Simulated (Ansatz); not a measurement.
Calculation: PBE0-D4/def2-TZVP in Ansatz (a program for electronic structure). No frequencies were computed at this level.

Ansatz 0.2 input:
```yaml
crystal:
  periodic: [false, false, false]
  atoms:
    - { symbol: N, position_ang: [0.894035, 0.133922, -0.148129] }
    - { symbol: Si, position_ang: [-0.799438, -0.103567, -0.354794] }
    - { symbol: H, position_ang: [1.534842, -0.572624, -0.470711] }
    - { symbol: H, position_ang: [1.229381, 0.519974, 0.724632] }
    - { symbol: H, position_ang: [-1.43747, 1.191946, -0.182287] }
    - { symbol: H, position_ang: [-1.42135, -1.169653, 0.43129] }
basis:
  gaussian: { orbitals: def2-tzvp }
hamiltonian:
  xc: pbe0
  dispersion: d4
relax:
  max_steps: 150
magnetization:
  spin_polarized: true
  initial_magnetization: 1
```

Output:

```
Functional definition: PBE0
599 factors; their error is unknown
mean field evaluation 1: about -9421.5522 eV, gradient 4.0e1 eV
mean field evaluation 2: about -9409.0995 eV, gradient 6.1e1 eV
mean field evaluation 4: about -9427.5073 eV, gradient 1.4e0 eV
mean field evaluation 8: about -9427.5546 eV, gradient 3.3e-2 eV
mean field evaluation 16: about -9427.5546 eV, gradient 2.0e-5 eV
mean field -9427.55462813 eV, -346.4562423577 hartree, gradient 2.0e-5 eV, S^2 0.752427; 0 other end points of the search recorded, 0 dependent functions left out
reference -9427.55465560 eV, -346.4562433672 hartree; 13, 12 occupied and 79, 80 virtual orbitals, 599 factors
relax step   1: F+E_penalty+E_count = -9427.61751343 eV  Δ(F+E_penalty+E_count) = +0.000e0 eV  max|allowed force component| = 7.035e-1 eV/Å  Δτ_max = 0.0000 Å  (27 SCF iters, accepted)
these checks for a lower state are left out or cut short: starts, cluster_reference, orbital_swaps, neighbouring_geometries, increment
599 factors; their error is unknown
mean field -9427.59967368 eV, -346.4578977510 hartree, gradient 9.6e-6 eV, S^2 0.752332; 0 other end points of the search recorded, 0 dependent functions left out
reference -9427.59970076 eV, -346.4578987463 hartree; 13, 12 occupied and 79, 80 virtual orbitals, 599 factors
relax step   2: F+E_penalty+E_count = -9427.66254987 eV  Δ(F+E_penalty+E_count) = -4.504e-2 eV  max|allowed force component| = 2.273e-1 eV/Å  Δτ_max = 0.0702 Å  (30 SCF iters, accepted)
these checks for a lower state are left out or cut short: starts, cluster_reference, orbital_swaps, neighbouring_geometries, increment
599 factors; their error is unknown
mean field -9427.61549400 eV, -346.4584791373 hartree, gradient 9.9e-6 eV, S^2 0.752426; 0 other end points of the search recorded, 0 dependent functions left out
reference -9427.61552060 eV, -346.4584801148 hartree; 13, 12 occupied and 79, 80 virtual orbitals, 599 factors
relax step   3: F+E_penalty+E_count = -9427.67834934 eV  Δ(F+E_penalty+E_count) = -1.580e-2 eV  max|allowed force component| = 6.212e-1 eV/Å  Δτ_max = 0.1438 Å  (30 SCF iters, accepted)
these checks for a lower state are left out or cut short: starts, cluster_reference, orbital_swaps, neighbouring_geometries, increment
599 factors; their error is unknown
mean field evaluation 32: about -9427.5999 eV, gradient 3.9e-1 eV
mean field -9427.64094475 eV, -346.4594144352 hartree, gradient 9.8e-6 eV, S^2 0.752909; 0 other end points of the search recorded, 0 dependent functions left out
reference -9427.64097087 eV, -346.4594153949 hartree; 13, 12 occupied and 79, 80 virtual orbitals, 599 factors
relax step   4: F+E_penalty+E_count = -9427.70405954 eV  Δ(F+E_penalty+E_count) = -2.571e-2 eV  max|allowed force component| = 3.820e-1 eV/Å  Δτ_max = 0.2000 Å  (34 SCF iters, accepted)
these checks for a lower state are left out or cut short: starts, cluster_reference, orbital_swaps, neighbouring_geometries, increment
599 factors; their error is unknown
mean field -9427.69499961 eV, -346.4614009143 hartree, gradient 6.9e-6 eV, S^2 0.752959; 0 other end points of the search recorded, 0 dependent functions left out
reference -9427.69502581 eV, -346.4614018773 hartree; 13, 12 occupied and 79, 80 virtual orbitals, 599 factors
relax step   5: F+E_penalty+E_count = -9427.75796419 eV  Δ(F+E_penalty+E_count) = -5.390e-2 eV  max|allowed force component| = 2.653e-1 eV/Å  Δτ_max = 0.1997 Å  (35 SCF iters, accepted)
these checks for a lower state are left out or cut short: starts, cluster_reference, orbital_swaps, neighbouring_geometries, increment
599 factors; their error is unknown
mean field -9427.71435950 eV, -346.4621123775 hartree, gradient 1.0e-5 eV, S^2 0.753012; 0 other end points of the search recorded, 0 dependent functions left out
reference -9427.71438586 eV, -346.4621133462 hartree; 13, 12 occupied and 79, 80 virtual orbitals, 599 factors
relax step   6: F+E_penalty+E_count = -9427.77726998 eV  Δ(F+E_penalty+E_count) = -1.931e-2 eV  max|allowed force component| = 2.309e-1 eV/Å  Δτ_max = 0.1606 Å  (30 SCF iters, accepted)
these checks for a lower state are left out or cut short: starts, cluster_reference, orbital_swaps, neighbouring_geometries, increment
599 factors; their error is unknown
mean field -9427.71530252 eV, -346.4621470328 hartree, gradient 1.4e-5 eV, S^2 0.752997; 0 other end points of the search recorded, 0 dependent functions left out
reference -9427.71532889 eV, -346.4621480018 hartree; 13, 12 occupied and 79, 80 virtual orbitals, 599 factors
relax step   7: F+E_penalty+E_count = -9427.77818676 eV  Δ(F+E_penalty+E_count) = -9.168e-4 eV  max|allowed force component| = 8.468e-2 eV/Å  Δτ_max = 0.0597 Å  (31 SCF iters, accepted)
these checks for a lower state are left out or cut short: starts, cluster_reference, orbital_swaps, neighbouring_geometries, increment
599 factors; their error is unknown
mean field evaluation 64: about -9427.7165 eV, gradient 5.6e-5 eV
mean field -9427.71647860 eV, -346.4621902528 hartree, gradient 8.8e-6 eV, S^2 0.753002; 0 other end points of the search recorded, 0 dependent functions left out
reference -9427.71650494 eV, -346.4621912208 hartree; 13, 12 occupied and 79, 80 virtual orbitals, 599 factors
relax step   8: F+E_penalty+E_count = -9427.77932392 eV  Δ(F+E_penalty+E_count) = -1.137e-3 eV  max|allowed force component| = 1.075e-2 eV/Å  Δτ_max = 0.0348 Å  (31 SCF iters, accepted)
these checks for a lower state are left out or cut short: starts, cluster_reference, orbital_swaps, neighbouring_geometries, increment
599 factors; their error is unknown
mean field -9427.71651018 eV, -346.4621914134 hartree, gradient 8.6e-6 eV, S^2 0.752996; 0 other end points of the search recorded, 0 dependent functions left out
reference -9427.71653653 eV, -346.4621923816 hartree; 13, 12 occupied and 79, 80 virtual orbitals, 599 factors
relax step   9: F+E_penalty+E_count = -9427.77934731 eV  Δ(F+E_penalty+E_count) = -2.340e-5 eV  max|allowed force component| = 8.056e-3 eV/Å  Δτ_max = 0.0080 Å  (32 SCF iters, accepted)
599 factors; their error is unknown
mean field -9427.71651018 eV, -346.4621914134 hartree, gradient 2.7e-5 eV, S^2 0.752996; 1 other end points of the search recorded, 0 dependent functions left out
reference -9427.71653653 eV, -346.4621923816 hartree; 13, 12 occupied and 79, 80 virtual orbitals, 599 factors
Total energy: -9427.77937366 eV, -346.4645016036 hartree
Atom 0 at     0.848013     0.017480     0.116824 Å, force     0.002914    -0.001180     0.003694 eV/Å
Atom 1 at    -0.792261     0.006388    -0.416427 Å, force     0.001844     0.001050    -0.008056 eV/Å
Atom 2 at     1.437381    -0.782405    -0.052389 Å, force    -0.003598     0.001611     0.000350 eV/Å
Atom 3 at     1.382007     0.871530     0.082738 Å, force    -0.002183    -0.000225    -0.001566 eV/Å
Atom 4 at    -1.476090     1.166339     0.229058 Å, force     0.000944    -0.000609     0.003238 eV/Å
Atom 5 at    -1.399050    -1.279334     0.040197 Å, force     0.000079    -0.000646     0.002340 eV/Å
Dipole moment:     0.332108     0.015073    -0.048580 e Å
```

Cost: roughly 25 core-seconds.
